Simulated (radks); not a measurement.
Q: These are the eigenvalues of the occupied orbitals of an atom or ion with whole-number occupations (hartree). Method: Dirac Kohn-Sham, revPBE, spin-unpolarised, spherical densities, finite nucleus; Fermi nuclear charge, rms radius of each element as measured or else 0.836 A^(1/3) + 0.57 fm; computed with a radial shooting solver on a logarithmic mesh with Libxc functionals.

orbital  eigenvalue
1s1/2     -404.5623
2s1/2     -52.20206
2p1/2     -46.62764
2p3/2     -45.45597
3s1/2      -7.99628
3p1/2      -6.15652
3p3/2      -5.99926
3d3/2      -2.87638
3d5/2      -2.85439

Which element is it, and in what charge state? The configuration may be excited. Open shells, if any, fill j = l - 1/2 first.

A: Z = 32, germanium, charge +4: Ge4+ in [Ar] 3d10. The list shows which subshells hold electrons but not how many an open one holds; the 1s level, -404.56 hartree, gives Z - s = 28.4 by -(Z - s)^2/2, which with screening and relativity narrows Z to a few neighbours, and the depths of the outer levels then fix element, charge and occupations together.
